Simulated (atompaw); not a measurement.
rhenium: one change to a PAW (atompaw) potential, before and after

atompaw 4.2.0.5 input, output lines left out:

```
Re 75
GGA-PBE scalarrelativistic loggrid 2001 logderivrange -8 5 326
6 6 5 4 0 0
6 1 0
5 2 5
0 0 0
c
c
c
c
v
v
c
c
c
v
v
c
c
v
c
2
2.05 1.50 2.05 1.75
n
n
y
0.2
n
custom rrkj gramschmidtortho sinc
bessel
1.60
2.05
1.50
1.75
2.05
1.75
```

Change: all radii scaled by about 1.14 (s 1.82, p 1.72, d 2.34 bohr); local potential bessel scheme, radius 2.34 bohr; augmentation sinc compensation charge, radius 1.72 bohr; PAW radius 2.34 bohr; waves and projectors: custom rrkj gramschmidtortho; core correction smooth core density matched at 2.00 bohr.

Cutoffs: the cutoffs (Ry, on a coarse ladder) from which the occupation-weighted sum of valence levels, in a spherical-Bessel basis at the reference potential, stays within 10 and 1 mRy of its value at 400 Ry; they do not see the model core or the augmentation charge, which bear on the density cutoff.

**Question.** What does the change do?

**Answer.** The potential gets softer (35 Ry and 70 Ry → 30 Ry and 50 Ry); neither file shows a bound ghost. A larger radius leaves more room for a smooth pseudo-wave, so fewer plane waves are needed.

```tsv
quantity	base	changed
cutoff, loose	35 Ry	30 Ry
cutoff, tight	70 Ry	50 Ry
loose cutoff by channel (10 mRy a level)	s 21 Ry, p 30 Ry, d 18 Ry	s 15 Ry, p 25 Ry, d 15 Ry
bound ghosts	none	none
lowest overlap eigenvalue by channel	s 0.10, p 0.15, d 0.14	s 0.45, p 0.09, d 0.26
```

 The cutoffs see the waves, projectors and local potential, not the compensation charge or the core.
